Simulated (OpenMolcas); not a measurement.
# Ar2+: CASPT2 settings compared

```yaml
Program: OpenMolcas 26.06
Basis: ANO-R3 [6s5p4d2f1g]
Scalar_Hamiltonian: X2C, finite nucleus
Active_space: 4 electrons in 3 orbitals (3p)
State_averaging: 2S+1 = 3 even, 3 roots; 2S+1 = 1 even, 6 roots kept (CI in the orbitals of an earlier block)
Spin-orbit_coupling: RASSI with atomic mean-field integrals over the reference wave functions, term energies averaged over their components
```

Methods on the same reference wave functions:
A. CASSCF
B. SS-CASPT2, IPEA 0.35 Eh, sigma2 regulariser 0.2 Eh (closed shells correlated: 2s 2p 3s)
C. SS-CASPT2, IPEA 0.1 Eh, imaginary shift 0.2 Eh (closed shells correlated: 2s 2p 3s)
D. XMS-CASPT2, IPEA 0.5 Eh, sigma2 regulariser 0.5 Eh (closed shells correlated: 2s 2p 3s)

Energies in cm-1 above 3s2 3p4 3P2, the measured ground level; measured values from Saloman, J. Phys. Chem. Ref. Data 39, 033101 (2010).

```tsv
Level	A	B	C	D	Measured
3s2 3p4 3P2	0.0	0.0	0.0	0.0	0.0
3s2 3p4 3P1	1041	1047	1046	1048	1112
3s2 3p4 3P0	1495	1491	1490	1490	1570
3s2 3p4 1D2	17032	13970	14330	13890	14010
3s2 3p4 1S0	41752	34550	34630	33840	33266
```

Deviations, from unrounded energies. A percentage is the sum of absolute deviations over the sum of measured energies, with the sign that they share, or ± where signs differ.

| Against measurement | Levels | A | B | C | D |
| --- | --- | --- | --- | --- | --- |
| mean absolute deviation (cm-1) | 4 | 2900 | 370 | 460 | 210 |
| fine structure of the ground term (%) | 2 | -5.5 | -5.4 | -5.4 | -5.4 |
| other terms of the ground configuration (%) | 2 | +24.3 | ±2.8 | +3.6 | ±1.5 |

D lies closest to measurement on these levels and A furthest from it. The largest miss of D in the table is 3s2 3p4 1S0, by +570 cm-1. The ranking rests on the paired levels alone, and a cruder setting can come out closer through cancelling errors.

Among B to D the level of the table that moves most is 3s2 3p4 1S0, by 800 cm-1 (lowest in D, highest in C). Moves below CASPT2's spread within the term are not significant.

The mean deviations of B to D differ by less than CASPT2's widest spread within a term (1700 cm-1), so their order carries little weight.

From A to B the spin-free energies of the other terms of 3s2 3p4 shown, above 3P, scale by factors of 0.81 to 0.82.

The lowest spin-free term lies below A's lowest term by 0.410 hartree in B, 0.418 hartree in C, 0.413 hartree in D.

Term energies are means over components that CASPT2 splits; among the terms shown or strongly mixed into the levels shown the widest spread is 1700 cm-1 (3s2 3p4 1D, D). Terms from blocks run as CI alone lack orbitals of their own. With the s shell closed, the reference lacks s² → p² mixing. Computed and measured levels are paired by configuration, term and J; levels that our copy of the source lacks, or whose pairing is in doubt (as where it misses far off the trend of its configuration), stay unpaired and out of the deviations. Levels of configurations outside the active space are missing.
